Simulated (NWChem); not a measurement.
Si$_{2}$NH$_{5}$O; SMILES N1[SiH2]O[SiH2]1

```xyz
9

N      0.0000     0.0000     1.2170
Si     1.2453     0.0000    -0.0265
O      0.0000     0.0000    -1.2018
Si    -1.2453     0.0000    -0.0265
H      0.0000     0.0000     2.2359
H      2.1189     1.2221    -0.0999
H      2.1189    -1.2221    -0.0999
H     -2.1189    -1.2221    -0.0999
H     -2.1189     1.2221    -0.0999
```
Atoms are numbered in this order, from 1.

Results from NWChem. Structure relaxed at the PBE-D3(BJ)/def2-SVP level.

Taking PBE0/def2-TZVPP as the yardstick, which of these has the fewest basis functions while keeping “highest occupied level (eV)” within 0.05 eV of it: PBE0/def2-SVPD; PBE0/def2-TZVP; PBE0/def2-SVP?

PBE0/def2-SVPD.
```json
[
 {"level": "PBE0/def2-SVP", "basis functions": "89", "highest occupied level (eV)": "-7.49", "relative time (rough)": "1"},
 {"level": "PBE0/def2-SVPD", "basis functions": "131", "highest occupied level (eV)": "-7.64", "relative time (rough)": "3"},
 {"level": "PBE0/def2-TZVP", "basis functions": "166", "highest occupied level (eV)": "-7.61", "relative time (rough)": "6"},
 {"level": "PBE0/def2-TZVPP", "basis functions": "216", "highest occupied level (eV)": "-7.62", "relative time (rough)": "5"}
]
```

The yardstick is one finite set, not the basis-set limit.
